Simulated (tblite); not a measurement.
Compound: C8H19B.
Atom-mapped SMILES: `[BH2:1][C:2]([CH2:3][CH3:4])([CH2:5][CH3:6])[CH2:7][CH2:8][CH3:9]` (hydrogens: H10, H11 on B1; H12, H13 on C3; H14, H15, H16 on C4; H17, H18 on C5; H19, H20, H21 on C6; H22, H23 on C7; H24, H25 on C8; H26, H27, H28 on C9)

Computed with GFN2-xTB (tblite), gas phase: L-BFGS steps from a force-field or distance-geometry start until the largest atomic force falls under 0.01 eV/Å.

Step 25: E = -763.0394 eV
```
atom  x, y, z in Å  |  force x, y, z in eV/Å
B1     -1.3765   -0.1573   -1.7846    0.014  -0.005   0.022
C2     -0.5960   -0.0672   -0.3985    0.014   0.006   0.047
C3     -0.5558    1.4050    0.0732    0.001   0.014  -0.008
C4      0.2841    2.3079   -0.8245    0.006   0.006  -0.014
C5     -1.3257   -0.9068    0.6857   -0.030  -0.004   0.010
C6     -2.7793   -0.5331    0.9546   -0.019  -0.003  -0.009
C7      0.8314   -0.6427   -0.5493    0.031  -0.006   0.027
C8      1.7441   -0.5775    0.6765    0.045  -0.004   0.006
C9      3.1458   -1.0644    0.3153   -0.026   0.008   0.000
H10    -0.9279   -0.7416   -2.6927    0.009  -0.037   0.023
H11    -2.4083    0.3720   -1.9219   -0.003   0.040   0.012
H12    -0.1794    1.4616    1.0978    0.006  -0.018  -0.013
H13    -1.5754    1.7884    0.0785   -0.030   0.035   0.007
H14     0.1636    3.3505   -0.5348   -0.021  -0.005   0.022
H15    -0.0249    2.2028   -1.8628   -0.007  -0.004  -0.006
H16     1.3399    2.0638   -0.7515    0.020   0.007  -0.021
H17    -1.2825   -1.9587    0.3924   -0.007  -0.001  -0.020
H18    -0.7785   -0.8057    1.6260    0.006   0.004  -0.020
H19    -2.8574    0.4925    1.3036   -0.034   0.000  -0.001
H20    -3.3891   -0.6467    0.0634    0.000   0.004  -0.013
H21    -3.1884   -1.1807    1.7286    0.021  -0.010   0.004
H22     0.7421   -1.6923   -0.8402   -0.002   0.011  -0.052
H23     1.3325   -0.1218   -1.3669   -0.029  -0.029  -0.030
H24     1.8071    0.4449    1.0524    0.028  -0.016  -0.015
H25     1.3452   -1.2040    1.4764    0.040   0.000  -0.005
H26     3.5782   -0.4361   -0.4628   -0.006  -0.015   0.039
H27     3.1051   -2.0857   -0.0610    0.020   0.027   0.036
H28     3.8053   -1.0397    1.1819   -0.046  -0.005  -0.031
```

Step 26: E = -763.0405 eV
```
atom  x, y, z in Å  |  force x, y, z in eV/Å
B1     -1.3789   -0.1557   -1.7827    0.034   0.005   0.028
C2     -0.5968   -0.0678   -0.3976    0.038   0.017   0.062
C3     -0.5533    1.4043    0.0748    0.000  -0.001   0.004
C4      0.2828    2.3069   -0.8266   -0.009   0.004  -0.013
C5     -1.3251   -0.9108    0.6854   -0.012   0.007  -0.002
C6     -2.7782   -0.5359    0.9523   -0.013  -0.006  -0.011
C7      0.8313   -0.6416   -0.5492    0.032  -0.007   0.031
C8      1.7427   -0.5747    0.6785    0.054  -0.010  -0.019
C9      3.1443   -1.0638    0.3170   -0.030   0.009   0.005
H10    -0.9388   -0.7540   -2.6851    0.005  -0.049   0.014
H11    -2.3979    0.3956   -1.9257   -0.017   0.037   0.010
H12    -0.1720    1.4622    1.0971    0.011  -0.029  -0.001
H13    -1.5728    1.7870    0.0870   -0.038   0.050  -0.005
H14     0.1634    3.3490   -0.5363   -0.021   0.010   0.028
H15    -0.0323    2.2025   -1.8628   -0.006  -0.007  -0.021
H16     1.3392    2.0637   -0.7597    0.019   0.001  -0.018
H17    -1.2799   -1.9618    0.3888   -0.016   0.006  -0.014
H18    -0.7786   -0.8117    1.6264    0.005   0.008  -0.025
H19    -2.8546    0.4902    1.2985   -0.040   0.019  -0.001
H20    -3.3865   -0.6514    0.0606   -0.010   0.005  -0.020
H21    -3.1885   -1.1792    1.7281    0.011  -0.032   0.017
H22     0.7434   -1.6912   -0.8405    0.000   0.011  -0.046
H23     1.3314   -0.1203   -1.3677   -0.030  -0.034  -0.013
H24     1.8071    0.4494    1.0519    0.023  -0.054  -0.019
H25     1.3428   -1.2015    1.4787    0.052   0.027  -0.023
H26     3.5780   -0.4363   -0.4612   -0.013  -0.019   0.042
H27     3.1028   -2.0857   -0.0583    0.015   0.034   0.034
H28     3.8040   -1.0401    1.1831   -0.043  -0.002  -0.022
```

Step 27: E = -763.0419 eV
```
atom  x, y, z in Å  |  force x, y, z in eV/Å
B1     -1.3816   -0.1533   -1.7796    0.044   0.021   0.023
C2     -0.5973   -0.0684   -0.3952    0.051   0.028   0.053
C3     -0.5501    1.4036    0.0769   -0.003  -0.011   0.022
C4      0.2812    2.3058   -0.8297   -0.025   0.002  -0.009
C5     -1.3246   -0.9160    0.6850    0.013   0.020  -0.018
C6     -2.7772   -0.5397    0.9492   -0.007  -0.007  -0.009
C7      0.8314   -0.6404   -0.5486    0.019  -0.007   0.019
C8      1.7417   -0.5714    0.6806    0.045  -0.016  -0.047
C9      3.1419   -1.0630    0.3193   -0.017   0.005   0.008
H10    -0.9530   -0.7715   -2.6743   -0.011  -0.051   0.017
H11    -2.3837    0.4278   -1.9306   -0.004   0.015   0.010
H12    -0.1618    1.4627    1.0961    0.015  -0.036   0.017
H13    -1.5696    1.7859    0.0981   -0.031   0.059  -0.019
H14     0.1626    3.3471   -0.5376   -0.017   0.023   0.029
H15    -0.0421    2.2023   -1.8632   -0.004  -0.010  -0.033
H16     1.3386    2.0638   -0.7712    0.004  -0.004  -0.012
H17    -1.2769   -1.9658    0.3835   -0.028   0.016  -0.004
H18    -0.7788   -0.8197    1.6267    0.003   0.010  -0.024
H19    -2.8518    0.4874    1.2917   -0.045   0.033  -0.003
H20    -3.3832   -0.6578    0.0566   -0.021   0.005  -0.023
H21    -3.1886   -1.1778    1.7279   -0.001  -0.053   0.023
H22     0.7449   -1.6896   -0.8419    0.003   0.006  -0.030
H23     1.3289   -0.1187   -1.3690   -0.022  -0.031   0.008
H24     1.8076    0.4545    1.0507    0.018  -0.082  -0.018
H25     1.3406   -1.1978    1.4814    0.058   0.050  -0.036
H26     3.5779   -0.4369   -0.4583   -0.015  -0.014   0.029
H27     3.1003   -2.0851   -0.0541    0.005   0.025   0.021
H28     3.8016   -1.0406    1.1845   -0.027   0.006   0.007
```

Q: Estimate the geometry and energy of step 28. (The exact step hangs on the optimiser's Hessian estimate; all steps are aligned on step 27, rigid shifts and turns removed.)

A: E = -763.0433 eV, largest force 0.084 eV/Å
```
atom  x, y, z in Å  |  force x, y, z in eV/Å
B1     -1.3834   -0.1509   -1.7760    0.048   0.030   0.012
C2     -0.5972   -0.0685   -0.3920    0.041   0.032   0.017
C3     -0.5474    1.4033    0.0788   -0.005  -0.008   0.034
C4      0.2797    2.3052   -0.8327   -0.033   0.004  -0.001
C5     -1.3245   -0.9202    0.6848    0.026   0.030  -0.027
C6     -2.7770   -0.5433    0.9466   -0.003  -0.003  -0.002
C7      0.8317   -0.6396   -0.5476   -0.002  -0.008  -0.005
C8      1.7418   -0.5690    0.6815    0.023  -0.020  -0.062
C9      3.1400   -1.0623    0.3213    0.012  -0.004   0.009
H10    -0.9650   -0.7876   -2.6634   -0.030  -0.045   0.025
H11    -2.3709    0.4553   -1.9345    0.019  -0.013   0.011
H12    -0.1526    1.4629    1.0949    0.016  -0.033   0.035
H13    -1.5672    1.7862    0.1068   -0.009   0.055  -0.026
H14     0.1613    3.3458   -0.5380   -0.011   0.025   0.021
H15    -0.0500    2.2026   -1.8642   -0.004  -0.010  -0.033
H16     1.3385    2.0648   -0.7818   -0.019  -0.007  -0.004
H17    -1.2752   -1.9689    0.3786   -0.034   0.024   0.003
H18    -0.7794   -0.8270    1.6269    0.002   0.011  -0.015
H19    -2.8511    0.4850    1.2860   -0.047   0.033  -0.005
H20    -3.3811   -0.6632    0.0528   -0.026   0.002  -0.016
H21    -3.1890   -1.1776    1.7280   -0.008  -0.059   0.015
H22     0.7460   -1.6878   -0.8445    0.003  -0.005  -0.008
H23     1.3253   -0.1180   -1.3704   -0.004  -0.018   0.020
H24     1.8090    0.4576    1.0489    0.014  -0.082  -0.013
H25     1.3404   -1.1943    1.4829    0.052   0.055  -0.033
H26     3.5784   -0.4378   -0.4551   -0.010   0.000   0.005
H27     3.0994   -2.0845   -0.0498   -0.006   0.001   0.001
H28     3.7987   -1.0410    1.1859   -0.003   0.014   0.043
```

The energy changes by -0.0014 eV. The first-order estimate −F·Δx gives -0.0019 eV and the mean of the old and new forces, exact on a quadratic surface, -0.0013 eV. The step makes an angle of 80° with the force vector and moves no atom by more than 0.031 Å.

What follows is the cost of the whole relaxation. The run took 1.5 s of wall time on an Arm Neoverse N1 with one thread, no GPU (shared host).
